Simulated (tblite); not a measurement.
Compound: C5H13B2N.
Atom-mapped SMILES: `[BH2:1][N:2]([BH2:3])[CH2:4][CH:5]1[CH2:6][CH2:7][CH2:8]1` (hydrogens: H9, H10 on B1; H11, H12 on B3; H13, H14 on C4; H15 on C5; H16, H17 on C6; H18, H19 on C7; H20, H21 on C8)

Computed with GFN2-xTB (tblite), gas phase: L-BFGS steps from a force-field or distance-geometry start until the largest atomic force falls under 0.01 eV/Å.

Geometry at step 2:
```
atom  x, y, z in Å
B1      2.7064   -0.7721    1.0250
N2      1.6258    0.1700    0.7641
B3      2.1555    1.4806    0.3790
C4      0.6873   -0.3653   -0.2732
C5     -0.6441    0.3979   -0.2938
C6     -1.7235   -0.2632   -1.1818
C7     -2.6039   -0.5054    0.0573
C8     -1.5410    0.1578    0.9464
H9      3.4501   -1.1137    0.1451
H10     2.8865   -1.2548    2.0919
H11     2.7936    1.6038   -0.6294
H12     1.9451    2.4617    1.0027
H13     1.1490   -0.3171   -1.2710
H14     0.4683   -1.4214   -0.0650
H15    -0.5306    1.4588   -0.5179
H16    -2.1724    0.4345   -1.8834
H17    -1.3989   -1.1860   -1.6571
H18    -2.7428   -1.5567    0.2703
H19    -3.5315    0.0541    0.0272
H20    -1.8778    1.0810    1.4030
H21    -1.1101   -0.5277    1.6704
```

**Question.** What forces act on the atoms?

**Answer.** 
```csv
atom,Fx (eV/Å),Fy (eV/Å),Fz (eV/Å)
B1,0.241,-0.258,0.000
N2,-0.312,-0.034,-0.282
B3,-0.051,0.151,-0.165
C4,0.368,0.317,-0.096
C5,-0.028,-0.338,0.274
C6,0.016,0.052,0.301
C7,0.338,0.265,-0.148
C8,0.121,-0.060,-0.323
H9,-0.403,-0.057,0.152
H10,-0.095,0.365,-0.106
H11,-0.366,-0.062,0.148
H12,0.116,-0.326,0.161
H13,-0.041,0.018,-0.150
H14,0.118,0.199,0.142
H15,0.373,-0.058,0.027
H16,0.094,-0.207,-0.236
H17,-0.027,0.164,-0.234
H18,-0.347,-0.062,0.069
H19,-0.243,-0.270,0.057
H20,0.060,-0.041,0.276
H21,0.067,0.240,0.134
```

The largest, 0.50 eV/Å, acts on C4; the rms over all components is 0.208 eV/Å. The forces sum to zero within rounding, as they must for an isolated molecule in no field.

**Question.** Give the force on C4 in Eh/bohr and in nN.

**Answer.** 0.495 eV/Å ÷ 51.422 = 0.00963 Eh/bohr, and 0.495 eV/Å × 1.602 = 0.79 nN.

**Question.** How far is this geometry from the end of the optimisation?

**Answer.** 1.978 eV above it, and 0.741 Å rms away after alignment. The bonds farthest from their final lengths, with half the difference of the two atoms' forces along the bond (positive lengthens):

```csv
bond,now (Å),final (Å),force along bond (eV/Å)
N2–B3,1.465,1.413,+0.11
B1–N2,1.457,1.411,+0.30
N2–C4,1.498,1.463,-0.34
B1–H9,1.202,1.173,-0.28
B3–H11,1.200,1.173,-0.23
B1–H10,1.185,1.168,-0.20
```

The angle farthest from its final value is B1–N2–B3, 110.9° against 123.0°.

Of the 6 listed bonds off by 0.010 Å or more, this force points towards the final length in 4.

What follows is the cost of the whole relaxation. The run took 1.1 s wall on Arm Neoverse V1, one thread, no GPU (shared host).
